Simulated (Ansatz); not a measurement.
These are Ansatz (an electronic-structure program) with r2SCAN-D4/def2-SVP values and carry that method's errors. No frequencies were computed at this level.

Ansatz 0.2 input:
```yaml
crystal:
  periodic: [false, false, false]
  atoms:
    - { symbol: N, position_ang: [0.226381, -1.014697, 1.506236] }
    - { symbol: Ge, position_ang: [0.000098, -0.000085, -0.000008] }
    - { symbol: N, position_ang: [-0.943212, -1.088111, -1.129462] }
    - { symbol: N, position_ang: [-0.877389, 1.568244, 0.345715] }
    - { symbol: N, position_ang: [1.594454, 0.534079, -0.72253] }
    - { symbol: H, position_ang: [0.521089, -0.490974, 2.318767] }
    - { symbol: H, position_ang: [-0.592862, -1.544485, 1.767097] }
    - { symbol: H, position_ang: [-0.954241, -0.778147, -2.091284] }
    - { symbol: H, position_ang: [-0.632722, -2.048944, -1.123298] }
    - { symbol: H, position_ang: [-1.865261, 1.459416, 0.528773] }
    - { symbol: H, position_ang: [-0.77781, 2.260044, -0.383091] }
    - { symbol: H, position_ang: [2.298314, -0.190346, -0.755728] }
    - { symbol: H, position_ang: [2.003161, 1.334008, -0.261188] }
basis:
  gaussian: { orbitals: def2-svp }
hamiltonian:
  xc: r2scan
  dispersion: d4
relax:
  max_steps: 150
```

Output:

```
Functional definition: r2SCAN
1503 factors; their error is unknown
mean field evaluation 1: about -62573.7539 eV, gradient 1.1e2 eV
mean field evaluation 2: about -62547.9348 eV, gradient 1.5e2 eV
mean field evaluation 4: about -62595.0624 eV, gradient 5.2e0 eV
mean field evaluation 8: about -62595.1038 eV, gradient 9.1e-2 eV
mean field evaluation 16: about -62595.0173 eV, gradient 5.4e-5 eV
mean field -62595.01732321 eV, -2300.3244582013 hartree, gradient 5.4e-5 eV, S^2 0.000000; 0 other end points of the search recorded, 0 dependent functions left out
reference -62595.01733361 eV, -2300.3244585834 hartree; 34, 34 occupied and 94, 94 virtual orbitals, 1503 factors
relax step   1: F+E_penalty+E_count = -62595.08802874 eV  Δ(F+E_penalty+E_count) = +0.000e0 eV  max|allowed force component| = 4.191e-1 eV/Å  Δτ_max = 0.0000 Å  (27 SCF iters, accepted)
these checks for a lower state are left out or cut short: starts, cluster_reference, orbital_swaps, neighbouring_geometries, increment
1503 factors; their error is unknown
mean field -62595.04326636 eV, -2300.3254115944 hartree, gradient 7.5e-6 eV, S^2 0.000000; 0 other end points of the search recorded, 0 dependent functions left out
reference -62595.04327676 eV, -2300.3254119768 hartree; 34, 34 occupied and 94, 94 virtual orbitals, 1503 factors
relax step   2: F+E_penalty+E_count = -62595.11383624 eV  Δ(F+E_penalty+E_count) = -2.581e-2 eV  max|allowed force component| = 8.312e-2 eV/Å  Δτ_max = 0.0363 Å  (29 SCF iters, accepted)
these checks for a lower state are left out or cut short: starts, cluster_reference, orbital_swaps, neighbouring_geometries, increment
1503 factors; their error is unknown
mean field -62595.04771768 eV, -2300.3255751773 hartree, gradient 7.9e-6 eV, S^2 0.000000; 0 other end points of the search recorded, 0 dependent functions left out
reference -62595.04772811 eV, -2300.3255755607 hartree; 34, 34 occupied and 94, 94 virtual orbitals, 1503 factors
relax step   3: F+E_penalty+E_count = -62595.11821819 eV  Δ(F+E_penalty+E_count) = -4.382e-3 eV  max|allowed force component| = 7.578e-2 eV/Å  Δτ_max = 0.0390 Å  (29 SCF iters, accepted)
these checks for a lower state are left out or cut short: starts, cluster_reference, orbital_swaps, neighbouring_geometries, increment
1503 factors; their error is unknown
mean field evaluation 32: about -62595.0955 eV, gradient 2.9e0 eV
mean field -62595.05009675 eV, -2300.3256626068 hartree, gradient 8.1e-6 eV, S^2 0.000000; 0 other end points of the search recorded, 0 dependent functions left out
reference -62595.05010721 eV, -2300.3256629910 hartree; 34, 34 occupied and 94, 94 virtual orbitals, 1503 factors
relax step   4: F+E_penalty+E_count = -62595.12057535 eV  Δ(F+E_penalty+E_count) = -2.357e-3 eV  max|allowed force component| = 9.284e-2 eV/Å  Δτ_max = 0.0437 Å  (29 SCF iters, accepted)
these checks for a lower state are left out or cut short: starts, cluster_reference, orbital_swaps, neighbouring_geometries, increment
1503 factors; their error is unknown
mean field -62595.05172853 eV, -2300.3257225735 hartree, gradient 7.5e-6 eV, S^2 0.000000; 0 other end points of the search recorded, 0 dependent functions left out
reference -62595.05173900 eV, -2300.3257229583 hartree; 34, 34 occupied and 94, 94 virtual orbitals, 1503 factors
relax step   5: F+E_penalty+E_count = -62595.12221831 eV  Δ(F+E_penalty+E_count) = -1.643e-3 eV  max|allowed force component| = 4.997e-2 eV/Å  Δτ_max = 0.0355 Å  (29 SCF iters, accepted)
these checks for a lower state are left out or cut short: starts, cluster_reference, orbital_swaps, neighbouring_geometries, increment
1503 factors; their error is unknown
mean field -62595.05232686 eV, -2300.3257445618 hartree, gradient 7.4e-6 eV, S^2 0.000000; 0 other end points of the search recorded, 0 dependent functions left out
reference -62595.05233734 eV, -2300.3257449471 hartree; 34, 34 occupied and 94, 94 virtual orbitals, 1503 factors
relax step   6: F+E_penalty+E_count = -62595.12283520 eV  Δ(F+E_penalty+E_count) = -6.169e-4 eV  max|allowed force component| = 1.536e-2 eV/Å  Δτ_max = 0.0233 Å  (29 SCF iters, accepted)
these checks for a lower state are left out or cut short: starts, cluster_reference, orbital_swaps, neighbouring_geometries, increment
1503 factors; their error is unknown
mean field -62595.05241429 eV, -2300.3257477749 hartree, gradient 6.3e-6 eV, S^2 0.000000; 0 other end points of the search recorded, 0 dependent functions left out
reference -62595.05242478 eV, -2300.3257481604 hartree; 34, 34 occupied and 94, 94 virtual orbitals, 1503 factors
relax step   7: F+E_penalty+E_count = -62595.12293070 eV  Δ(F+E_penalty+E_count) = -9.549e-5 eV  max|allowed force component| = 4.890e-3 eV/Å  Δτ_max = 0.0086 Å  (30 SCF iters, accepted)
1503 factors; their error is unknown
mean field evaluation 64: about -62595.0068 eV, gradient 8.9e0 eV
mean field -62595.05241429 eV, -2300.3257477749 hartree, gradient 7.9e-6 eV, S^2 0.000000; 1 other end points of the search recorded, 0 dependent functions left out
reference -62595.05242478 eV, -2300.3257481604 hartree; 34, 34 occupied and 94, 94 virtual orbitals, 1503 factors
Total energy: -62595.12294119 eV, -2300.3283395905 hartree
Atom 0 at     0.184474    -1.029931     1.506461 Å, force    -0.003443     0.003437    -0.001059 eV/Å
Atom 1 at    -0.000008    -0.000014     0.000004 Å, force     0.000049     0.000146    -0.000038 eV/Å
Atom 2 at    -0.919045    -1.124370    -1.120428 Å, force     0.004890     0.000868     0.000303 eV/Å
Atom 3 at    -0.866250     1.587329     0.306817 Å, force    -0.000533    -0.003073    -0.003805 eV/Å
Atom 4 at     1.600818     0.566977    -0.692850 Å, force    -0.000994    -0.001416     0.004604 eV/Å
Atom 5 at     0.604889    -0.537024     2.292574 Å, force     0.001165    -0.000591    -0.001115 eV/Å
Atom 6 at    -0.694878    -1.435592     1.825156 Å, force     0.000528    -0.002063     0.000062 eV/Å
Atom 7 at    -1.045273    -0.754502    -2.061143 Å, force    -0.001161     0.000597     0.001120 eV/Å
Atom 8 at    -0.492559    -2.046858    -1.201129 Å, force    -0.001645    -0.001260     0.000523 eV/Å
Atom 9 at    -1.829350     1.476387     0.619565 Å, force     0.001119    -0.000090     0.001288 eV/Å
Atom 10 at    -0.869347     2.205753    -0.503697 Å, force     0.000863     0.001722     0.000864 eV/Å
Atom 11 at     2.269729    -0.184838    -0.851009 Å, force    -0.001078     0.000192    -0.001311 eV/Å
Atom 12 at     2.056798     1.276685    -0.120324 Å, force     0.000239     0.001532    -0.001435 eV/Å
Dipole moment:    -0.000008    -0.000023     0.000005 e Å
```

Cost: very roughly 60 core-seconds.
